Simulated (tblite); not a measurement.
Compound: C5H13PSSi.
Numbering: `[CH3:1][Si@H:2]1[CH2:3][CH2:4][P@@H:5](=[S:6])[CH2:7][CH2:8]1` (hydrogens: H9, H10, H11 on C1; H12 on Si2; H13, H14 on C3; H15, H16 on C4; H17 on P5; H18, H19 on C7; H20, H21 on C8)

Computed with GFN2-xTB (tblite), gas phase: L-BFGS steps from a force-field or distance-geometry start until the largest atomic force falls under 0.01 eV/Å.

Step 11: E = -676.2119 eV
```
atom  x, y, z in Å  |  force x, y, z in eV/Å
C1     -2.8849   -0.1141    0.0971    0.106  -0.003  -0.022
Si2    -1.0960   -0.2739   -0.5253   -0.072   0.028   0.049
C3     -0.2418    1.4327   -0.5447    0.042  -0.031   0.003
C4      1.2591    1.3200   -0.7821    0.028  -0.002  -0.058
P5      2.0547    0.3370    0.5490    0.057  -0.039  -0.030
S6      2.0023    1.0691    2.3327   -0.093   0.007   0.024
C7      1.4009   -1.3659    0.3250    0.052   0.028  -0.045
C8     -0.0904   -1.4105    0.6299    0.040  -0.001   0.021
H9     -2.9290    0.2956    1.1010    0.013   0.005   0.013
H10    -3.4634    0.5360   -0.5495    0.017   0.005  -0.015
H11    -3.3767   -1.0803    0.1134    0.019  -0.010  -0.006
H12    -1.0728   -0.8384   -1.8900    0.055   0.002  -0.010
H13    -0.3910    1.9231    0.4194   -0.037   0.036   0.025
H14    -0.6713    2.0825   -1.3081   -0.045   0.025   0.034
H15     1.4836    0.8420   -1.7378   -0.036  -0.040  -0.055
H16     1.7362    2.3066   -0.7804   -0.004   0.025   0.030
H17     3.3497    0.1864    0.0174   -0.020   0.003   0.007
H18     1.6144   -1.6784   -0.6982   -0.029  -0.025  -0.094
H19     1.9664   -2.0176    0.9995   -0.002  -0.007   0.056
H20    -0.2285   -1.0902    1.6648   -0.035  -0.002   0.042
H21    -0.4305   -2.4447    0.5664   -0.056  -0.004   0.033
```

Step 12: E = -676.2138 eV
```
atom  x, y, z in Å  |  force x, y, z in eV/Å
C1     -2.8828   -0.1140    0.0970    0.069   0.000  -0.010
Si2    -1.0946   -0.2735   -0.5228   -0.061   0.032   0.026
C3     -0.2427    1.4343   -0.5445    0.046  -0.020   0.005
C4      1.2577    1.3206   -0.7854    0.055  -0.025  -0.009
P5      2.0520    0.3358    0.5471    0.072  -0.017  -0.020
S6      1.9927    1.0682    2.3319   -0.081  -0.013  -0.022
C7      1.3997   -1.3682    0.3230    0.076   0.052  -0.028
C8     -0.0909   -1.4120    0.6317    0.042   0.005   0.011
H9     -2.9262    0.2961    1.1017    0.001  -0.007  -0.014
H10    -3.4608    0.5365   -0.5512    0.030  -0.015   0.010
H11    -3.3740   -1.0814    0.1124    0.026   0.022  -0.002
H12    -1.0685   -0.8368   -1.8875    0.053  -0.003  -0.018
H13    -0.3911    1.9243    0.4209   -0.020   0.024   0.005
H14    -0.6733    2.0863   -1.3059   -0.045   0.010   0.035
H15     1.4850    0.8388   -1.7394   -0.057  -0.003  -0.041
H16     1.7374    2.3063   -0.7784   -0.014   0.011   0.003
H17     3.3491    0.1845    0.0128   -0.057   0.012   0.035
H18     1.6159   -1.6773   -0.7018   -0.051  -0.038  -0.050
H19     1.9673   -2.0156    1.0007   -0.010  -0.014   0.024
H20    -0.2288   -1.0900    1.6664   -0.017  -0.004   0.034
H21    -0.4323   -2.4458    0.5707   -0.057  -0.008   0.025
```

Step 13: E = -676.2155 eV
```
atom  x, y, z in Å  |  force x, y, z in eV/Å
C1     -2.8801   -0.1139    0.0968    0.014   0.003   0.005
Si2    -1.0940   -0.2727   -0.5203   -0.004   0.019  -0.004
C3     -0.2427    1.4354   -0.5442    0.036  -0.002   0.010
C4      1.2576    1.3206   -0.7883    0.054  -0.032   0.028
P5      2.0509    0.3346    0.5451    0.049   0.008  -0.008
S6      1.9828    1.0672    2.3307   -0.066  -0.027  -0.055
C7      1.4000   -1.3694    0.3208    0.061   0.042  -0.006
C8     -0.0905   -1.4132    0.6335    0.030   0.013   0.003
H9     -2.9236    0.2963    1.1019   -0.007  -0.013  -0.028
H10    -3.4579    0.5367   -0.5524    0.035  -0.025   0.025
H11    -3.3710   -1.0820    0.1116    0.028   0.038   0.001
H12    -1.0637   -0.8354   -1.8856    0.048  -0.003  -0.015
H13    -0.3916    1.9256    0.4221    0.003   0.008  -0.015
H14    -0.6758    2.0896   -1.3032   -0.032  -0.010   0.038
H15     1.4851    0.8360   -1.7417   -0.067   0.030  -0.024
H16     1.7382    2.3062   -0.7765   -0.017  -0.005  -0.023
H17     3.3480    0.1831    0.0097   -0.056   0.017   0.049
H18     1.6161   -1.6770   -0.7059   -0.063  -0.043   0.001
H19     1.9678   -2.0140    1.0022   -0.013  -0.015  -0.013
H20    -0.2295   -1.0900    1.6684    0.007  -0.007   0.015
H21    -0.4349   -2.4466    0.5748   -0.040   0.006   0.016
```

Task: Estimate the geometry and energy of step 14. (The exact step hangs on the optimiser's Hessian estimate; all steps are aligned on step 13, rigid shifts and turns removed.)

Result: E = -676.2168 eV, largest force 0.085 eV/Å
```
atom  x, y, z in Å  |  force x, y, z in eV/Å
C1     -2.8777   -0.1137    0.0967   -0.021   0.005   0.014
Si2    -1.0935   -0.2718   -0.5184    0.055   0.000  -0.026
C3     -0.2420    1.4362   -0.5437    0.018   0.010   0.016
C4      1.2584    1.3200   -0.7901    0.028  -0.022   0.038
P5      2.0510    0.3338    0.5433    0.006   0.020   0.000
S6      1.9739    1.0659    2.3288   -0.053  -0.028  -0.058
C7      1.4013   -1.3697    0.3189    0.020   0.010   0.010
C8     -0.0897   -1.4138    0.6349    0.011   0.018  -0.002
H9     -2.9218    0.2963    1.1017   -0.011  -0.010  -0.022
H10    -3.4551    0.5364   -0.5529    0.029  -0.020   0.024
H11    -3.3683   -1.0818    0.1110    0.024   0.033   0.003
H12    -1.0590   -0.8345   -1.8843    0.043  -0.001  -0.007
H13    -0.3919    1.9268    0.4228    0.023  -0.005  -0.022
H14    -0.6785    2.0919   -1.3004   -0.012  -0.026   0.036
H15     1.4838    0.8343   -1.7440   -0.066   0.049  -0.011
H16     1.7385    2.3061   -0.7755   -0.012  -0.016  -0.041
H17     3.3463    0.1825    0.0082   -0.024   0.018   0.048
H18     1.6150   -1.6777   -0.7091   -0.063  -0.043   0.038
H19     1.9680   -2.0131    1.0031   -0.008  -0.014  -0.040
H20    -0.2300   -1.0901    1.6702    0.029  -0.008  -0.004
H21    -0.4377   -2.4470    0.5783   -0.015   0.027   0.007
```

The energy changes by -0.0013 eV. The first-order estimate −F·Δx gives -0.0018 eV and the mean of the old and new forces, exact on a quadratic surface, -0.0013 eV. The step makes an angle of 60° with the force vector and moves no atom by more than 0.009 Å.
